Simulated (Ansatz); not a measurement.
`ClBBr` + CH₃NH₂ → `CNBCl` + HBr at 298.15 K and 1 bar (ligand exchange at a B–Br bond).

Calculated with Ansatz (gas phase, PBE0-D4/def2-TZVP geometries, no zero-point term in ΔE). CCSD(T)/CBS adds triple-zeta CCSD(T) − MP2 to the extrapolated MP2 energy (def2 sets, frozen cores). For Br outer-core shells are correlated without core-valence functions, which leaves a few kJ/mol of doubt a bond. Scalar relativity is left out up to krypton. One conformer a species, not always the lowest.

| species | CCSD(T)/CBS energy (Eh) | H − E (kJ/mol) | S (J/(mol·K)) |
| --- | --- | --- | --- |
| `ClBBr` | -3058.55678 | 49.7 | 285.3 |
| CH₃NH₂ | -95.75281 | 180.0 | 240.4 |
| `CNBCl` | -580.41629 | 199.5 | 302.3 |
| HBr | -2573.91920 | 24.6 | 198.6 |

H − E and S are ideal-gas, rigid-rotor, harmonic terms from PBE0-D4/def2-TZVP, for one conformer and one mirror image of each species. 1 Eh = 2625.50 kJ/mol, R = 8.31446 J/(mol·K).

Question: By hand: ΔE, ΔH, ΔS and ΔG.

Answer: ΔE = (-580.41629) + (-2573.91920) − (-3058.55678) − (-95.75281) = -0.02590 Eh = -68.0 kJ/mol. Δ(H − E) = 199.5 + 24.6 − 49.7 − 180.0 = -5.6, so ΔH = -73.6 kJ/mol. ΔS = 302.3 + 198.6 − 285.3 − 240.4 = -24.8 J/(mol·K). ΔG = -73.6 − 298.15 × (-24.8)/1000 = -66.2 kJ/mol.

Question: By hand: the equilibrium constant, and the temperature at which ΔG would vanish if ΔH and ΔS stayed fixed.

Answer: log₁₀ K = −ΔG/(RT ln 10) = 11.6. ΔG = 0 at ΔH/ΔS = 2968 K, far beyond where these terms or the molecules hold.

ΔH outweighs TΔS. A doubt of 5 kJ/mol in ΔE shifts log₁₀ K by 0.9 here. Other conformers and mirror images would add mixing entropy, several J/(mol·K) or more a flexible species. These are equilibria of isolated gas molecules and say nothing of rates. Largest T1 diagnostic: 0.011 (customary marks: 0.02 for closed shells, 0.045 for open ones).
